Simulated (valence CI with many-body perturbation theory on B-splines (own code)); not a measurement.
# Forbidden lines of Pm54+

Computed by relativistic CI+MBPT: five valence electrons over a frozen Dirac-Fock core [He], radial functions for each j: 11 s, 11 p, 10 d, 8 f, 5 g, 2 h, with the one-electron correlation potential Σ1, the two-electron term Σ2, the three-electron term Σ3, Breit, model QED; selected CI, second order for the rest, scaled by the run's own slope (own B-spline code, finite nucleus).

The last digits are not significant, and no measured levels were compared; by estimate large intervals hold to a few tenths of a per cent, small ones and those within an open d or f shell to about a per cent. Among the levels kept, up to 7300 cm⁻¹ of a level comes from second order outside the variational space, and about a tenth of that is noise between levels of different J, which matters for small intervals.

Lines 1 to 50 of 82 in falling wavelength, among levels below 7955.8 eV, chosen from the decays that carry over 1 % of a level's rate. Wavelengths and rates use the calculated energies. Electric multipoles are in the length gauge, E1 and E2 with the static RPA response of the core. S is in atomic units (e²a₀⁴ for E2 and M2, e²a₀⁶ for E3), for M1 in squared Bohr magnetons. Weak lines are less certain than strong ones. Lines between different terms over intervals too small for the method are left out, as are lines whose strength nearly cancels.

Levels are named by their leading jj configuration (3d3/2^4 stands for four electrons in 3d with j = 3/2), which in mixed levels can hold well under half, so a name can repeat and another be missing. Letters in brackets count levels of one name in rising energy.

```tsv
λ vac (Å)	Upper	Lower	Type	A (s⁻¹)	S (a.u.)
21.89	(2s^2 2p1/2 2p3/2^2) J=3/2	(2s^2 2p1/2^2 2p3/2) J=3/2	M1	1.78e+09	2.77e+00
21.83	(2s^2 2p3/2^3) J=3/2	(2s^2 2p1/2 2p3/2^2) J=1/2	M1	4.38e+08	6.76e-01
21.08	(2s^2 2p1/2 2p3/2^2) J=5/2	(2s^2 2p1/2^2 2p3/2) J=3/2	M1	2.99e+08	6.24e-01
21.08	(2s^2 2p1/2 2p3/2^2) J=5/2	(2s^2 2p1/2^2 2p3/2) J=3/2	E2	4.72e+06	1.05e-04
20.96	(2s^2 2p3/2^2 3d5/2) J=9/2	(2s^2 2p1/2 2p3/2 3d5/2) J=9/2	M1	8.03e+08	2.74e+00
20.46	(2s^2 2p3/2^3) J=3/2	(2s^2 2p1/2 2p3/2^2) J=5/2	M1	5.24e+08	6.66e-01
20.33	(2s^2 2p3/2^2 3d5/2) J=9/2	(2s^2 2p1/2 2p3/2 3d5/2) J=7/2 [a]	M1	7.06e+08	2.20e+00
19.80	(2s^2 2p1/2 2p3/2^2) J=1/2	(2s^2 2p1/2^2 2p3/2) J=3/2	M1	1.08e+09	6.20e-01
19.75	(2s^2 2p3/2^3) J=3/2	(2s^2 2p1/2 2p3/2^2) J=3/2	M1	2.12e+09	2.43e+00
2.280	(2s^2 2p1/2 2p3/2 3d5/2) J=9/2	(2s 2p1/2 2p3/2^3) J=5/2	E2	6.84e+08	3.76e-07
2.084	(2s^2 2p1/2 2p3/2 3p1/2) J=3/2 [a]	(2s^2 2p1/2 2p3/2^2) J=1/2	E2	8.41e+10	1.18e-05
2.079	(2s^2 2p1/2 2p3/2 3p1/2) J=5/2	(2s^2 2p1/2 2p3/2^2) J=1/2	E2	1.53e+11	3.19e-05
2.078	(2s 2p1/2 2p3/2^2 3p1/2) J=5/2 [c]	(2s 2p1/2 2p3/2^3) J=3/2 [b]	E2	2.77e+11	5.75e-05
2.077	(2s 2p1/2^2 2p3/2 3p1/2) J=3/2 [b]	(2s 2p1/2^2 2p3/2^2) J=3/2	E2	3.76e+11	5.18e-05
2.072	(2s^2 2p1/2 2p3/2 3p1/2) J=1/2	(2s^2 2p1/2 2p3/2^2) J=5/2	E2	1.75e+11	1.19e-05
2.069	(2s^2 2p1/2 2p3/2 3p1/2) J=3/2 [b]	(2s^2 2p1/2 2p3/2^2) J=1/2	E2	6.67e+10	9.03e-06
2.068	(2s^2 2p1/2^2 3p1/2) J=1/2	(2s^2 2p1/2^2 2p3/2) J=3/2	E2	8.17e+11	5.52e-05
2.066	(2s^2 2p1/2 2p3/2 3p1/2) J=5/2	(2s^2 2p1/2 2p3/2^2) J=5/2	E2	4.66e+11	9.41e-05
2.066	(2s^2 2p3/2^2 3p1/2) J=3/2	(2s^2 2p3/2^3) J=3/2	E2	1.68e+11	2.26e-05
2.065	(2s^2 2p1/2 2p3/2 3p1/2) J=1/2	(2s^2 2p1/2 2p3/2^2) J=3/2	E2	2.61e+11	1.75e-05
2.065	(2s^2 2p3/2^2 3p1/2) J=5/2	(2s^2 2p3/2^3) J=3/2	E2	5.62e+11	1.13e-04
2.063	(2s^2 2p1/2 2p3/2 3p1/2) J=3/2 [a]	(2s^2 2p1/2 2p3/2^2) J=3/2	E2	5.09e+11	6.79e-05
2.059	(2s^2 2p1/2 2p3/2 3p1/2) J=5/2	(2s^2 2p1/2 2p3/2^2) J=3/2	E2	1.15e+11	2.29e-05
2.056	(2s^2 2p3/2^2 3d5/2) J=9/2	(2s 2p1/2 2p3/2^3) J=5/2	E2	2.03e+09	6.68e-07
2.056	(2s^2 2p1/2 2p3/2 3p1/2) J=3/2 [b]	(2s^2 2p1/2 2p3/2^2) J=5/2	E2	4.59e+11	6.03e-05
2.049	(2s^2 2p3/2^2 3p1/2) J=1/2	(2s^2 2p3/2^3) J=3/2	E2	4.58e+11	2.96e-05
2.048	(2s^2 2p1/2 2p3/2 3p1/2) J=3/2 [b]	(2s^2 2p1/2 2p3/2^2) J=3/2	E2	2.59e+10	3.34e-06
2.027	(2s 2p1/2 2p3/2^2 3p3/2) J=9/2	(2s 2p1/2 2p3/2^3) J=5/2	E2	1.32e+11	4.05e-05
2.023	(2s^2 2p1/2 2p3/2 3p3/2) J=3/2 [a]	(2s^2 2p1/2 2p3/2^2) J=1/2	E2	2.54e+10	3.07e-06
2.017	(2s 2p1/2^2 2p3/2 3p3/2) J=7/2	(2s 2p1/2^2 2p3/2^2) J=5/2	E2	2.60e+11	6.19e-05
2.014	(2s 2p1/2^2 2p3/2 3p3/2) J=1/2 [b]	(2s 2p1/2^2 2p3/2^2) J=3/2	E2	4.66e+11	2.75e-05
2.014	(2s^2 2p3/2^2 3p3/2) J=1/2	(2s^2 2p3/2^3) J=3/2	E2	1.13e+11	6.68e-06
2.014	(2s^2 2p1/2 2p3/2 3p3/2) J=5/2 [b]	(2s^2 2p1/2 2p3/2^2) J=1/2	E2	1.61e+11	2.85e-05
2.014	(2s^2 2p1/2 2p3/2 3p3/2) J=1/2 [a]	(2s^2 2p1/2 2p3/2^2) J=5/2	E2	8.01e+10	4.74e-06
2.011	(2s^2 2p3/2^2 3p3/2) J=7/2	(2s^2 2p3/2^3) J=3/2	E2	1.38e+11	3.24e-05
2.011	(2s^2 2p1/2 2p3/2 3p3/2) J=3/2 [a]	(2s^2 2p1/2 2p3/2^2) J=5/2	E2	1.76e+11	2.07e-05
2.009	(2s^2 2p1/2 2p3/2 3p3/2) J=7/2	(2s^2 2p1/2 2p3/2^2) J=5/2	E2	2.81e+11	6.57e-05
2.007	(2s^2 2p1/2^2 3p3/2) J=3/2	(2s^2 2p1/2^2 2p3/2) J=3/2	E2	4.08e+11	4.75e-05
2.006	(2s^2 2p1/2 2p3/2 3p3/2) J=1/2 [a]	(2s^2 2p1/2 2p3/2^2) J=3/2	E2	2.33e+11	1.35e-05
2.005	(2s^2 2p1/2 2p3/2 3p3/2) J=5/2 [a]	(2s^2 2p1/2 2p3/2^2) J=3/2	E2	1.93e+11	3.36e-05
2.004	(2s^2 2p1/2 2p3/2 3p3/2) J=3/2 [a]	(2s^2 2p1/2 2p3/2^2) J=3/2	E2	9.24e+10	1.07e-05
2.002	(2s^2 2p1/2 2p3/2 3p3/2) J=7/2	(2s^2 2p1/2 2p3/2^2) J=3/2	E2	3.24e+10	7.43e-06
1.987	(2s 2p1/2^2 2p3/2 3p3/2) J=1/2 [b]	(2s 2p1/2^2 2p3/2^2) J=5/2	E2	1.50e+11	8.32e-06
1.986	(2s 2p1/2 2p3/2^2 3d5/2) J=9/2 [b]	(2s 2p1/2 2p3/2^3) J=5/2	M2	2.19e+10	6.05e-06
1.978	(2s 2p1/2^2 2p3/2 3d5/2) J=9/2	(2s 2p1/2^2 2p3/2^2) J=5/2	M2	1.48e+10	4.00e-06
1.978	(2s 2p1/2^2 2p3/2 3d5/2) J=9/2	(2s 2p1/2^2 2p3/2^2) J=5/2	E3	8.36e+08	3.15e-06
1.973	(2s^2 2p3/2^2 3d5/2) J=7/2	(2s^2 2p3/2^3) J=3/2	M2	2.49e+10	5.31e-06
1.972	(2s^2 2p3/2^2 3d5/2) J=9/2	(2s^2 2p3/2^3) J=3/2	E3	5.88e+08	2.17e-06
1.968	(2s^2 2p1/2 2p3/2 3d5/2) J=9/2	(2s^2 2p1/2 2p3/2^2) J=5/2	M2	1.46e+10	3.83e-06
1.968	(2s^2 2p1/2 2p3/2 3d5/2) J=9/2	(2s^2 2p1/2 2p3/2^2) J=5/2	E3	8.96e+08	3.26e-06
```
